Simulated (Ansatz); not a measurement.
System: SeF₃, charge 1, multiplicity 1. It need not be the lowest isomer of its formula. 
Geometry from a B3LYP-D3(BJ)/def2-TZVP (Ansatz, a program for electronic structure) optimisation:
```
Se
F 1 1.6652
F 1 1.6652 2 97.43
F 1 1.6652 2 97.43 3 -98.54
```
Charge +1, spin multiplicity 1.

### Question
Give the harmonic wavenumbers at B3LYP-D3(BJ)/def2-TZVP (Ansatz, finite differences of forces, unscaled).

### Answer
281, 281, 356, 789, 789, 806 cm⁻¹. Zero-point energy 4.7 kcal/mol.

### Question
From these and the geometry, give the ideal-gas thermochemistry at 298.15 K and 1 atm (rigid rotor, harmonic oscillator).

### Answer
Point group C3v, rotational symmetry number 3. Rotational constants 6.15, 6.15, 4.248 GHz. S(trans) 40.63, S(rot) 22.92, S(vib) 4.83, S(elec, spin only) 0.00, S 68.4 cal/(mol K). H(298) - H(0) 3.30 kcal/mol; G - E(el) -12.4 kcal/mol.
